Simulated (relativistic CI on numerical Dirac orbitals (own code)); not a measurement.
Calculated at this level of theory: Dirac-Coulomb-Breit CI, separate exchange-only KLI orbitals for each configuration, model QED (radiative potential, 1s self-energy scaled to tabulated hydrogen-like ionisation energies), unscaled Slater integrals (own radial code, finite nucleus).

The strongest absorption lines from the ground level of an ion, among the configurations computed and to levels below about 63.9 eV (vacuum wavelength in nm, gf): 19.403 (0.34), 21.669 (0.21), 22.366 (0.4), 22.472 (0.35), 22.646 (0.22), 23.279 (1.3), 23.379 (0.98), 23.864 (0.32).

Question: Which ion is it?
A. Pb⁹⁺
B. Pt⁵⁺
C. Pb¹¹⁺
D. Hg⁷⁺

Answer: A. Pb⁹⁺ has 73 electrons and the ground level 5s2 5p6 5d5 6S_5/2; the strongest line goes to 5s2 5p6 5d4 6p 4D°_7/2. The pattern of lines fixes the number of electrons, and along that sequence the line energies rise steadily with the charge (about as its square where n changes within one kind of shell, about linearly where n is kept but much faster in heavy ions where fine structure, which grows about as Z⁴, sets the gap, and irregularly where shells cross), which fixes Z. Configurations outside the model, such as inner-shell arrays, can give stronger lines. At this charge energies of transitions that change n are usually good to better than 1 %, and those within a shell (Δn = 0) to a few per cent. Terms inside the open d or f shell come out 10 to 20 % too wide with unscaled integrals. Levels and lines within the n = 5 or 6 shells can be off by up to 10 % or somewhat more, and those that change n by about 2 %, since core polarisation is missing.

LS names give the leading component of a level, which can be under half, so a name can repeat, a term be missing and a line seem to break the LS rules.
